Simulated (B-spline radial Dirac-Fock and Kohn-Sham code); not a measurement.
Auger decay of the 3d3/2 hole in Er³⁺

System: the Er³⁺ ion, configuration [Xe] 4f11.

The run's input, task.json:

```json
{"items": [{
  "Z": 68,
  "q": 3,
  "cfg": [[1, 0, 2], [2, 0, 2], [2, 1, 6], [3, 0, 2], [3, 1, 6], [3, 2, 10], [4, 0, 2], [4, 1, 6], [4, 2, 10], [4, 3, 11], [5, 0, 2], [5, 1, 6]],
  "A": 166,
  "rrms": 5.2516,
  "do": ["binding", "quiet", "decay"],
  "holes": ["K", "L1", "L2", "L3", "M1", "M2", "M3", "M4", "M5", "N1", "N2", "N3", "N4", "N5"]
}]}
```

Launch: `python xray_run.py task.json out`

Method: independent-particle rates on relativistic LDA orbitals of the hole state (multipoles up to L = 3, Coulomb Auger matrix elements, transition energies from Dirac-Fock). Computed with a B-spline atomic structure program. Kinetic energies are configuration averages from the vacuum level; the two-hole energies are estimated from single-hole states.

```tsv
transition	kinetic energy (eV)	width (meV)	share (%)
M4-N2N3	693.0	11.3	0.9
M4-N3N3	736.0	4.16	0.3
M4-N1N4	750.0	76.1	6.0
M4-N1N5	757.9	9.50	0.8
M4-N2N4	839.6	65.5	5.2
M4-N2N5	843.9	5.27	0.4
M4-N3N4	880.0	139	11.0
M4-N3N5	889.7	5.04	0.4
M4-N1N6	929.5	19.3	1.5
M4-N1N7	930.8	5.98	0.5
M4-N2N6	1016.9	12.1	1.0
M4-N2N7	1017.6	6.13	0.5
M4-N4N4	1023.8	119	9.5
M4-N4N5	1031.3	242	19.2
M4-N3N6	1060.0	7.00	0.6
M4-N4O1	1158.6	11.8	0.9
M4-N4O2	1186.8	9.50	0.8
M4-N4O3	1193.2	19.2	1.5
M4-N4N6	1205.0	78.3	6.2
M4-N4N7	1205.2	98.6	7.8
M4-N5N6	1211.9	81.8	6.5
M4-N5N7	1213.9	4.50	0.4
M4-N6N6	1383.6	50.2	4.0
M4-N6N7	1384.9	147	11.6
```

The listed channels hold 97 % of the non-radiative rate. Summed by principal shells, of 1.26 eV in all: MNN 95.7 %, MNO 4.3 %.
